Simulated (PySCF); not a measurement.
methyl(silyloxy)silane (CH₈OSi₂), SMILES C[SiH2]O[SiH3].

Geometry: PBE0-D3(BJ)/def2-SVP. Other conformers were not sampled.

Method: TDA-PBE/def2-SVPD run with PySCF.

Vertical excitations. Gas-phase values at a fixed geometry.

```
state  energy (eV)  λ (nm)      f          main pairs
-----  -----------  ------  -----  ------------------
S1            6.33     196  0.000     HOMO→LUMO 100 %
S2            6.48     191  0.000    HOMO−1→LUMO 99 %
S3            7.06     176  0.009    HOMO→LUMO+1 99 %
S4            7.28     170  0.034    HOMO→LUMO+2 98 %
S5            7.30     170  0.055  HOMO−1→LUMO+1 94 %
S6            7.35     169  0.001    HOMO−2→LUMO 97 %
S7            7.37     168  0.000    HOMO−3→LUMO 97 %
S8            7.47     166  0.078  HOMO−1→LUMO+2 92 %
S9            7.60     163  0.002    HOMO→LUMO+3 97 %
S10           7.80     159  0.049  HOMO−1→LUMO+3 94 %
T1            6.07     204      0      HOMO→LUMO 99 %
T2            6.22     199      0    HOMO−1→LUMO 99 %
T3            6.92     179      0    HOMO→LUMO+1 97 %
T4            7.05     176      0  HOMO−1→LUMO+1 95 %
```
Triplets are in the Tamm–Dancoff approximation.
